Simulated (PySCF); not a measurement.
Two species compared at the same levels of theory.

First species: C₃H₆S.
Bonds: S1–C2, C2–C3, C3–C4, C2–C4. Hydrogens: H5 on S1; H6 on C2; H7, H8 on C3; H9, H10 on C4.

Second species: Butyl(isobutyl)(tert-butyl)phosphan, C₁₂H₂₇P.
SMILES: `CCCCP(CC(C)C)C(C)(C)C`

Levels: CAM-B3LYP/def2-SVPD for HOMO energy, LUMO energy, HOMO–LUMO gap and static isotropic polarisability; TDDFT CAM-B3LYP/def2-SVPD for lowest singlet excitation; TDA CAM-B3LYP/def2-SVPD for lowest triplet excitation (Tamm–Dancoff). Geometries: PBE0-D3(BJ)/def2-SVP. All species are isolated and taken at one optimised geometry, non-relativistic unless stated; the electronic structure was computed with PySCF and density fitting.

The conformers computed, where there is a choice (atom-mapped SMILES and torsion angles):
- `[SH:1][CH:2]1[CH2:3][CH2:4]1`: H–S1–C2–C3 -36°

The conformers of `CCCCP(CC(C)C)C(C)(C)C` aren't listed.

Values for the first species:

```
HOMO energy                              : -7.91 eV
LUMO energy                              : 1.10 eV
HOMO–LUMO gap                            : 9.01 eV
Lowest singlet excitation                : 5.22 eV
Lowest triplet excitation (Tamm–Dancoff) : 4.79 eV
Static isotropic polarisability          : 56.0 au
```

(1) Estimate the same properties for the second species, and the change in each.

Results:

(1) 
| property | first | second | second less first |
| --- | --- | --- | --- |
| HOMO energy | -7.91 eV | -7.44 eV | +0.47 eV |
| LUMO energy | 1.10 eV | 1.24 eV | +0.14 eV |
| HOMO–LUMO gap | 9.01 eV | 8.68 eV | -0.33 eV |
| lowest singlet excitation | 5.22 eV | 6.25 eV | +1.03 eV |
| lowest triplet excitation (Tamm–Dancoff) | 4.79 eV | 5.25 eV | +0.46 eV |
| static isotropic polarisability | 56.0 au | 174.7 au | +118.7 au |

On the first: The polarisability is 8.30 Å³ as a volume (1 au = 0.148185 Å³), or 1.40 au for each of the 40 electrons. In wavenumbers S1 is 42100 cm⁻¹ (1 eV = 8065.54 cm⁻¹).

On the second: No computed singlet falls in the visible range (750 to 380 nm, 1.65 to 3.26 eV); S1 lies 2.99 eV above its blue end. The vertical singlet–triplet gap S1 − T1 is 1.00 eV (TDDFT singlet less Tamm–Dancoff triplet).
